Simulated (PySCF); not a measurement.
All values below come from B3LYP-D3(BJ)/def2-TZVP // TPSS-D3(BJ)/def2-SVP (PySCF). Isolated molecules, 0 K electronic values unless said otherwise. One relaxed conformer stands for a flexible species; it need not be the lowest. B3LYP has the VWN-RPA correlation part, as in Gaussian. 

Reference species: [Y(F)(OH)2] (neutral, multiplicity 1).

| Property | Result |
|---|---|
| HOMO–LUMO gap | 6.07 eV |
| coordination number | 3 |

Changed species: [Y(OH)3] (3 of 3 F replaced by OH; the reference has 2 of 3 F replaced by OH).

Q: Give the shifts of the HOMO–LUMO gap and coordination number.

A: the HOMO–LUMO gap drops by 0.17 eV, to 5.90 eV; the coordination number is nearly the same.
